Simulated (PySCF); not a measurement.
**How methods differ on the ionisation energy of As**

As [Ar] 3d10 4s2 4p3 (4S) → As⁺ [Ar] 3d10 4s2 4p2 (3P), as a difference of total energies. Calculation: PySCF 2.14, in aug-cc-pwCVDZ-PP with ECP10MDF (6s5p4d1f, 48 functions); scalar relativity through the core potential. Correlated levels: valence: 3s2 3p6 3d10 frozen. The calculations carry no spin-orbit coupling.

```json
{"method": "UHF", "ionisation energy (eV)": "9.425", "error (eV)": "-0.583"}
{"method": "MP2 (valence)", "ionisation energy (eV)": "9.814", "error (eV)": "-0.194"}
{"method": "SCS-MP2 (valence)", "ionisation energy (eV)": "9.677", "error (eV)": "-0.331"}
{"method": "CCSD (valence)", "ionisation energy (eV)": "9.769", "error (eV)": "-0.239"}
{"method": "CCSD(T) (valence)", "ionisation energy (eV)": "9.782", "error (eV)": "-0.226"}
{"method": "CCSDT (valence)", "ionisation energy (eV)": "9.783", "error (eV)": "-0.225"}
```

Reference: 10.008 eV (measured; NIST levels, between the centres of gravity of the two terms).

Errors of the correlated levels include the incompleteness of this basis and the frozen core.
